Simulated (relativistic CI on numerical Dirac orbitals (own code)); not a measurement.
Forbidden lines of Ba¹¹⁺

Calculated at this level of theory: Dirac-Coulomb-Breit CI, KLI orbitals optimised for each configuration, model QED, unscaled Slater integrals (own radial code, finite nucleus).

CI space (outside the closed core [Ar] 3d10): 4s2 4p6 4d9, 4s2 4p5 4d10, 4s2 4p6 4d8 4f, 4s2 4p6 4d8 5s, 4s 4p6 4d10, 4s2 4p6 4d8 5p, 4s2 4p5 4d9 4f, 4s2 4p6 4d8 5d, 4s2 4p6 4d7 4f 5s, 4s2 4p6 4d7 5s 5p, 4s 4p6 4d9 4f, 4s2 4p6 4d8 6s, 4s2 4p6 4d8 5f, 4s2 4p6 4d8 6p, 4s2 4p6 4d7 5s2, 4s2 4p6 4d6 4f 5s2, 4s2 4p6 4d6 5s2 5p, 4s2 4p5 4d7 4f 5s2. Double excitations out of closed p, d and f shells are left out; levels of such configurations are missing from the list, as are those of other unlisted configurations, and high levels can miss mixing partners.

```
λ vac (nm)                   Lower                       Upper  Type   A (s⁻¹)  log gf
    12.595  4s2 4p6 4d9 2D_5/2 [1]  4s2 4p6 4d8 5s 2S_1/2 [26]    E2  6.61e+05   -5.50
    12.955  4s2 4p6 4d9 2D_3/2 [2]  4s2 4p6 4d8 5s 2S_1/2 [26]    E2  1.87e+06   -5.03
    13.495  4s2 4p6 4d9 2D_5/2 [1]  4s2 4p6 4d8 5s 2P_3/2 [18]    E2  7.43e+05   -5.09
    13.587  4s2 4p6 4d9 2D_5/2 [1]  4s2 4p6 4d8 5s 2P_1/2 [16]    E2  2.71e+06   -4.82
    13.613  4s2 4p6 4d9 2D_5/2 [1]  4s2 4p6 4d8 5s 2G_9/2 [14]    E2  1.73e+06   -4.32
    13.749  4s2 4p6 4d9 2D_5/2 [1]  4s2 4p6 4d8 5s 4P_3/2 [13]    E2  1.50e+06   -4.77
    13.909  4s2 4p6 4d9 2D_3/2 [2]  4s2 4p6 4d8 5s 2P_3/2 [18]    E2  2.35e+06   -4.56
    13.917  4s2 4p6 4d9 2D_5/2 [1]  4s2 4p6 4d8 5s 2F_5/2 [10]    E2  7.63e+05   -4.88
    13.921  4s2 4p6 4d9 2D_5/2 [1]   4s2 4p6 4d8 5s 4P_3/2 [9]    E2  1.00e+06   -4.93
    13.949  4s2 4p6 4d9 2D_3/2 [2]  4s2 4p6 4d8 5s 2D_5/2 [17]    E2  1.77e+06   -4.51
    14.007  4s2 4p6 4d9 2D_3/2 [2]  4s2 4p6 4d8 5s 2P_1/2 [16]    E2  2.28e+06   -4.87
    14.026  4s2 4p6 4d9 2D_3/2 [2]  4s2 4p6 4d8 5s 2G_7/2 [15]    E2  1.73e+06   -4.39
    14.190  4s2 4p6 4d9 2D_5/2 [1]   4s2 4p6 4d8 5s 4F_5/2 [8]    E2  8.41e+05   -4.82
    14.204  4s2 4p6 4d9 2D_5/2 [1]   4s2 4p6 4d8 5s 2F_7/2 [7]    E2  2.35e+06   -4.24
    14.291  4s2 4p6 4d9 2D_5/2 [1]   4s2 4p6 4d8 5s 4F_3/2 [6]    E2  8.45e+05   -4.98
    14.319  4s2 4p6 4d9 2D_5/2 [1]   4s2 4p6 4d8 5s 4F_5/2 [5]    E2  3.95e+05   -5.14
    14.358  4s2 4p6 4d9 2D_3/2 [2]  4s2 4p6 4d8 5s 2F_5/2 [10]    E2  1.40e+06   -4.59
    14.558  4s2 4p6 4d9 2D_5/2 [1]   4s2 4p6 4d8 5s 4F_7/2 [4]    E2  1.65e+06   -4.38
    14.649  4s2 4p6 4d9 2D_3/2 [2]   4s2 4p6 4d8 5s 4F_5/2 [8]    E2  5.93e+05   -4.94
    14.664  4s2 4p6 4d9 2D_3/2 [2]   4s2 4p6 4d8 5s 2F_7/2 [7]    E2  1.32e+05   -5.47
```

Terms are leading LS components. Brackets give the number of a level in order of energy, since labels repeat. The list gives strong lines, with weight on those to low levels, among the lowest 200 of 2850 levels, so that lines to higher ones, which can be the strongest, are missing. Levels whose partners in the same complex of configurations lie outside the list can be far off, and so can their lines. Rates are taken at the computed energies, electric ones in the length gauge.

At this charge transitions that keep the count of f electrons are usually good to a few per cent. Terms inside the open d or f shell come out 10 to 20 % too wide with unscaled integrals. Levels and lines within the n = 5 or 6 shells can be off by up to 10 % or somewhat more, and those that change n by about 2 %, since core polarisation is missing. Levels that differ in their count of f electrons can be misplaced by several ten thousand cm⁻¹, since the correlation energy of f electrons is missing or only estimated; rates across such gaps can be off by orders of magnitude.

Task: From the table, what is the radiative lifetime of 4s2 4p6 4d8 5s 2S_1/2?

Result: The listed rates from this level add up to about 2.53e+06 s⁻¹, 98 % of its decay; with all channels τ = 3.88e-07 s.

LS names give the leading component of a level, which can be under half, so a name can repeat, a term be missing and a line seem to break the LS rules.
